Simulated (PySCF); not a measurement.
Molfile (atoms numbered from 1):
```
C3H6F2OSi
     RDKit          3D

 13 12  0  0  0  0  0  0  0  0999 V2000
    3.8155    0.8710   -0.3468 F   0  0  0  0  0  0  0  0  0  0  0  0
    2.5450    0.5082   -0.5877 C   0  0  0  0  0  0  0  0  0  0  0  0
    1.6679    0.4370    0.4014 C   0  0  0  0  0  0  0  0  0  0  0  0
    0.3922    0.0767    0.1827 O   0  0  0  0  0  0  0  0  0  0  0  0
   -0.8578   -0.0776    1.2232 Si  0  0  0  0  0  4  0  0  0  0  0  0
   -2.2335   -0.6213    0.0188 C   0  0  0  0  0  0  0  0  0  0  0  0
   -3.4099   -0.8098    0.7161 F   0  0  0  0  0  0  0  0  0  0  0  0
    2.3523    0.2977   -1.6271 H   0  0  0  0  0  0  0  0  0  0  0  0
    1.9559    0.6689    1.4179 H   0  0  0  0  0  0  0  0  0  0  0  0
   -0.5872   -1.1054    2.2290 H   0  0  0  0  0  0  0  0  0  0  0  0
   -1.1770    1.2004    1.8600 H   0  0  0  0  0  0  0  0  0  0  0  0
   -2.4504    0.1256   -0.7494 H   0  0  0  0  0  0  0  0  0  0  0  0
   -2.0174   -1.5709   -0.4776 H   0  0  0  0  0  0  0  0  0  0  0  0
  1  2  1  0
  2  3  2  0
  3  4  1  0
  4  5  1  0
  5  6  1  0
  6  7  1  0
  2  8  1  0
  3  9  1  0
  5 10  1  0
  5 11  1  0
  6 12  1  0
  6 13  1  0
M  END
```

Rapidly exchanging positions averaged, non-relativistic, gas phase, one conformer. Geometry from GFN2-xTB; GIAO PBE0/pcSseg-1 shieldings; PySCF 2.14.0 with density-fitted response routines.

References, each an isolated molecule treated in the same way: TMS for 13C and 1H and 29Si; 19F against CFCl3; 17O vs H2O.

```
  atoms  nucleus  count  δ (ppm)
     C3      13C      1    137.9
     F7      19F      1        ?
     O4      17O      1     51.4
     C6      13C      1     76.6
H10/H11       1H      2     5.10
     C2      13C      1        ?
     H9       1H      1     7.02
H12/H13       1H      2     5.10
    Si5     29Si      1    -24.2
     F1      19F      1        ?
     H8       1H      1     7.31
```

Estimate the values marked ?.

## Answers


- C2: 154.1 ppm, β carbon of an enol-ether or enamine type C=C
- F1: -186.4 ppm, vinylic fluorine
- F7: -317.1 ppm, fluorine on an sp3 carbon

Shifts are as computed. Against solution values, carbons near 30 ppm lie about +3 ppm off and those near 130 ppm about +5 ppm. Of 1211 compounds with measured shifts, 218 miss one by over three times the rms of a fit or turn the order of signals round; such compounds aren't used in these exercises. Unscaled 19F shifts against computed CFCl3 carry errors that often reach 10 to 50 ppm. Experimental scales use liquid or dissolved standards, which lie at an offset from isolated H2O (liquid H2O: subtract about 36 ppm).
